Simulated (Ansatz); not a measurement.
Ansatz (a quantum-chemistry and plane-wave program) input:

Ansatz 0.2 input:
```yaml
crystal:
  periodic: [false, false, false]
  atoms:
    - {symbol: Si, position_ang: [0.84394891, -0.21137922, 0.63542957]}
    - {symbol: H, position_ang: [2.06906816, -0.58134986, -0.13098070]}
    - {symbol: Cl, position_ang: [-0.81672664, 0.20827406, -0.51559020]}
basis:
  gaussian:
    orbitals: def2-TZVP
hamiltonian:
  xc: b3lyp
  dispersion: d3bj
magnetization: {spin_polarized: true, initial_magnetization: 2}
phonons: {temperatures: {t_min: 298.15, t_max: 298.15, t_step: 100}}
```

What final total energy does it print?

-750.29069 Eh (B3LYP-D3(BJ)/def2-TZVP). The basis has 80 functions.

This is an excited triplet: at this geometry the singlet lies 1.19 eV lower at CCSD(T)/CBS(aug-cc-pV(T+d)Z,aug-cc-pV(Q+d)Z).
